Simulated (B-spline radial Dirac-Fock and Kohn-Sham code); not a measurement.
## Ca²⁺ 2s: cross section and angular parameters

System: Ca²⁺, [Ne] 3s2 3p6; threshold 449.8 eV (orbital energy of the model). Calculated with a radial atomic solver, using Dirac-Hartree-Slater photoionisation with a Latter tail; cross sections with all multipoles, angular parameters from the dipole term and its interference with E2.

For linearly polarised light dσ/dΩ = σ/(4π) [1 + β P₂(cos θ) + (δ + γ cos²θ) sin θ cos φ], with θ from the polarisation vector and φ the angle between the beam and the projection of the electron momentum on the plane normal to the polarisation.

```tsv
hν (eV)	σ (kb)	β	γ
485	224	2.000	0.469
800	109	2.000	-0.035
1080	64.7	2.000	-0.033
1253.6	?	?	?
1270	47.9	2.000	0.011
1360	42.0	2.000	0.037
2150	16.5	2.000	0.290
2610	10.8	2.000	0.429
2984.4	8.00	2.000	0.536
4220	3.56	2.000	0.844
5250	2.09	2.000	1.065
6840	1.07	2.000	1.363
7440	0.865	2.000	1.464
7650	0.804	2.000	1.498
8270	0.656	2.000	1.596
9251.7	0.488	1.999	1.742
9790	0.420	1.999	1.819
11600	0.265	1.999	2.059
12000	0.242	1.999	2.109
```

Q: Give the values at Mg Kα (1253.6 eV).

A: σ = 49.1 kb, β = 2.000, γ = 0.007. For an s subshell δ is negligible.
